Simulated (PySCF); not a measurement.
## How methods differ on the interval between two levels of Mo⁺

Mo⁺ [Kr] 4d5 [6S5/2, M_J = 5/2] → Mo⁺ [Kr] 4d4 5p1 [6F11/2, M_J = 11/2], as a difference of total energies. Computed with PySCF 2.14 in x2c-TZVPall-2c with one added diffuse shell each of s, p, d type (9s10p8d1f, 86 functions), with the two-component X2C-1e Hamiltonian. Correlated levels: [Ar] 3d10 frozen; the 6 highest virtual spinors dropped. "Screened" scales the spin-orbit matrix elements by Boettger's factors to mimic the two-electron term; Breit and QED terms are absent.

| method | interval between two levels (cm⁻¹) |
| --- | --- |
| GHF (spin-free) | 44891 |
| GMP2 (spin-free) | 47020 |
| GHF (screened spin-orbit) | 46086 |
| GMP2 (screened spin-orbit) | 48309 |

The spin-free rows relax to the high-spin LS determinant and lack the spin-orbit shift.

Errors of the correlated levels include the incompleteness of this basis and the frozen core.

The labels give the starting determinants; with spin-orbit coupling the two ends relaxed to ⟨J²⟩ = 8.75, ⟨L²⟩ = 0.01, ⟨S²⟩ = 8.75 and ⟨J²⟩ = 35.76, ⟨L²⟩ = 12.05, ⟨S²⟩ = 8.74.

For comparison: 48960 cm⁻¹ (measured; NIST Handbook of Basic Atomic Spectroscopic Data (Sansonetti and Martin, J. Phys. Chem. Ref. Data 34, 1559 (2005))).
